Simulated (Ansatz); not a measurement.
Program: Ansatz. Geometries: PBE0-D4/def2-TZVP. ΔE: electronic, gas phase. CCSD(T)/CBS is the MP2 limit (def2-TZVPP, def2-QZVPP) plus CCSD(T) − MP2 in def2-TZVPP, frozen cores. This one scheme is used for every species. Functionals use def2-TZVPP. B3LYP here is the variant with VWN-RPA as its local correlation; programs differ in this. For Ge outer-core shells are correlated without core-valence functions, which leaves a few kJ/mol of doubt a bond. Scalar relativity is left out up to krypton. Each species was taken in one conformer, which may not be the lowest.

Consider the ligand exchange at a B–N bond: `B[NH][GeH]([CH3])[F]` + H₂S → `BS` + `[CH3][GeH]([NH2])[F]`.

| level | ΔE (kcal/mol) |
| --- | --- |
| B3LYP | 9.5 |
| HF/CBS(def2) | 11.1 |

(1) What does CCSD(T)/CBS give? (An estimate is asked.)

Largest T1 diagnostic among the species: 0.015.

## Answers

(1) Ansatz gave: +9.8 kcal/mol. The listed levels differ from it by -0.3, 1.3 kcal/mol.

From BLYP to BHLYP (50 % exact exchange), in def2-TZVPP and without D4, ΔE moves by +1.2 kcal/mol. Leaving LDA and LC-ωPBE aside and taking each functional with its dispersion term where it has one, the values, not all of them listed here, spread over 2.9 kcal/mol, from revPBE-D4 to CAM-B3LYP-D4. LDA lies +1.6 kcal/mol from PBE without D4. At CCSD(T), def2-SVP lies +1.7 kcal/mol from the extrapolated value and def2-TZVPP +0.5 kcal/mol.
